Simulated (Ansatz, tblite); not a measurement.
Forces on B13P13H30, a nanocrystal cut from zinc blende BP (hydrogen-capped) at its r2SCAN-D4/def2-SVP geometry. Total charge 0; singlet.

The xTB rows come from tblite. Single mean-field runs in def2-SVP are fitted with def2-universal-jkfit.

GFN1-xTB (tblite), largest force 0.67 eV/Å:

```xyz
56
positions Å, forces eV/Å
B    -2.257    0.974    0.477   -0.530   -0.136   -0.031
B    -0.138    2.158    2.618    0.029    0.180    0.572
B    -2.134   -0.207    3.531   -0.457   -0.092    0.486
B    -1.093   -2.016    1.005   -0.480   -0.265   -0.009
B     1.014   -0.801    3.141    0.073    0.066    0.592
B    -0.269    3.356   -0.444   -0.008    0.521   -0.299
B    -2.394    2.178   -2.567   -0.494    0.249   -0.384
B    -1.221   -0.832   -2.021   -0.485   -0.214   -0.138
B     0.756    1.569   -2.915    0.032    0.452   -0.394
B     0.898    0.368    0.106   -0.056   -0.023   -0.007
B     2.062   -2.628    0.613    0.371   -0.454   -0.127
B     1.934   -1.456   -2.381    0.367   -0.409   -0.242
B    -0.047   -3.847   -1.503   -0.158   -0.612   -0.233
P    -1.917    1.352    2.369    0.033    0.302   -0.101
P    -2.046    2.543   -0.676    0.049    0.155    0.277
P     0.021    3.703    1.448    0.126    0.512    0.195
P    -0.944   -0.387   -0.111    0.507    0.208    0.060
P     1.143    0.799    2.008    0.272    0.079   -0.152
P    -0.811   -1.489    2.870    0.236   -0.217   -0.010
P     0.231   -3.306    0.356    0.106    0.008    0.302
P     2.286   -2.113    2.475    0.408   -0.212    0.322
P     1.014    1.981   -1.012    0.285   -0.037    0.145
P    -1.063    0.827   -3.049    0.230   -0.159   -0.158
P     0.109   -2.181   -2.518    0.084    0.214   -0.224
P     2.035    0.190   -3.411    0.376    0.074   -0.410
P     2.176   -1.003   -0.485    0.170    0.255    0.093
H    -3.367    0.499    0.339    0.128    0.130    0.046
H     0.081    2.450    3.776   -0.035    0.009   -0.192
H    -3.246   -0.671    3.357    0.238    0.136    0.246
H    -1.859    0.102    4.676   -0.235   -0.131   -0.222
H    -2.215   -2.461    0.861    0.175    0.009    0.068
H     1.234   -0.511    4.299    0.003   -0.087   -0.175
H    -0.127    4.361   -1.110   -0.020   -0.125    0.149
H    -3.502    1.688   -2.672    0.223    0.274   -0.106
H    -2.194    3.190   -3.216   -0.222   -0.253    0.091
H    -2.342   -1.289   -2.135    0.170    0.057   -0.057
H     0.899    2.573   -3.583    0.013   -0.183    0.069
H     2.906   -3.428    0.266   -0.114    0.118    0.107
H     2.779   -2.255   -2.731   -0.118    0.156    0.010
H    -1.182   -4.270   -1.621    0.358   -0.073   -0.044
H     0.843   -4.608   -1.839   -0.342    0.055    0.036
H    -2.839    2.353    2.784    0.321   -0.343   -0.143
H    -2.967    3.534   -0.234    0.321   -0.340   -0.152
H    -0.869    4.720    1.884    0.516   -0.380   -0.171
H     1.262    4.366    1.655   -0.617   -0.172   -0.041
H     2.456    1.338    2.159   -0.417   -0.169   -0.039
H    -0.886   -2.663    3.670    0.030    0.406   -0.275
H     0.147   -4.465    1.178    0.033    0.401   -0.283
H     2.242   -3.271    3.295    0.154    0.551   -0.335
H     3.621   -1.692    2.725   -0.567   -0.300   -0.018
H     2.328    2.517   -0.855   -0.418   -0.163   -0.055
H    -1.230    0.504   -4.425    0.062    0.113    0.474
H    -0.069   -2.479   -3.898    0.065    0.104    0.476
H     1.898   -0.107   -4.792    0.194    0.183    0.607
H     3.361    0.707   -3.407   -0.573   -0.249   -0.148
H     3.488   -0.461   -0.329   -0.412   -0.178   -0.052
```

GFN2-xTB (tblite), largest force 0.55 eV/Å:

```
B -0.246 -0.137 -0.043
B 0.180 0.121 0.226
B -0.131 -0.039 0.070
B -0.268 -0.081 -0.054
B 0.187 0.103 0.229
B 0.166 0.247 -0.096
B -0.137 0.016 -0.068
B -0.266 -0.103 0.005
B 0.173 0.236 -0.112
B 0.139 0.057 0.016
B 0.297 -0.090 -0.037
B 0.296 -0.083 -0.055
B -0.083 -0.121 -0.044
P 0.118 -0.148 0.019
P 0.112 -0.093 -0.123
P -0.125 -0.048 -0.013
P 0.003 0.001 0.000
P -0.363 -0.135 0.038
P -0.012 0.186 -0.040
P 0.037 0.101 -0.157
P -0.122 -0.052 -0.013
P -0.369 -0.083 -0.093
P -0.003 0.109 0.156
P 0.051 -0.031 0.181
P -0.123 -0.051 -0.017
P -0.319 -0.214 -0.070
H 0.415 0.208 0.064
H -0.102 -0.107 -0.490
H 0.471 0.217 0.191
H -0.202 -0.164 -0.484
H 0.438 0.149 0.075
H -0.089 -0.141 -0.484
H -0.069 -0.414 0.294
H 0.462 0.302 -0.027
H -0.170 -0.455 0.258
H 0.435 0.173 0.014
H -0.058 -0.434 0.266
H -0.358 0.328 0.163
H -0.359 0.342 0.129
H 0.545 0.088 0.011
H -0.456 0.278 0.128
H 0.216 -0.172 -0.113
H 0.219 -0.197 -0.050
H 0.475 -0.260 -0.122
H -0.475 -0.062 -0.004
H -0.127 -0.057 -0.043
H 0.061 0.228 -0.183
H 0.039 0.265 -0.131
H 0.196 0.456 -0.248
H -0.394 -0.271 0.033
H -0.125 -0.074 0.002
H 0.081 0.045 0.284
H 0.056 0.107 0.273
H 0.227 0.172 0.476
H -0.403 -0.188 -0.179
H -0.142 -0.030 -0.006
```

PBE-D4/def2-SVP (Ansatz), largest force 0.32 eV/Å:

```
B 0.143 0.062 0.018
B -0.014 -0.021 -0.133
B 0.105 0.024 -0.096
B 0.146 0.057 0.019
B -0.009 -0.034 -0.131
B -0.005 -0.106 0.084
B 0.112 -0.044 0.079
B 0.145 0.059 0.014
B -0.001 -0.114 0.073
B -0.003 -0.002 0.000
B -0.083 0.095 0.048
B -0.084 0.100 0.035
B 0.045 0.128 0.048
P 0.143 -0.162 -0.090
P 0.144 -0.175 -0.054
P -0.052 -0.290 -0.111
P 0.037 0.016 0.005
P -0.205 -0.092 -0.070
P 0.010 0.178 -0.150
P -0.002 0.200 -0.120
P -0.217 0.133 -0.186
P -0.202 -0.121 0.004
P 0.026 0.030 0.229
P 0.013 0.066 0.223
P -0.199 -0.034 0.242
P -0.230 -0.048 -0.009
H -0.130 -0.064 -0.019
H 0.025 0.032 0.140
H -0.142 -0.060 -0.030
H 0.035 0.039 0.143
H -0.137 -0.047 -0.022
H 0.023 0.036 0.140
H 0.015 0.119 -0.083
H -0.141 -0.069 -0.009
H 0.025 0.127 -0.081
H -0.136 -0.054 -0.005
H 0.013 0.122 -0.079
H 0.099 -0.097 -0.045
H 0.099 -0.099 -0.040
H -0.149 -0.048 -0.012
H 0.112 -0.095 -0.042
H -0.123 0.140 0.054
H -0.122 0.136 0.064
H -0.128 0.152 0.065
H 0.179 0.102 0.032
H 0.167 0.069 0.022
H -0.005 -0.161 0.107
H -0.009 -0.155 0.116
H -0.003 -0.170 0.122
H 0.196 0.057 0.040
H 0.167 0.070 0.018
H -0.018 -0.046 -0.187
H -0.022 -0.036 -0.189
H -0.017 -0.043 -0.204
H 0.194 0.075 -0.006
H 0.168 0.067 0.019
```
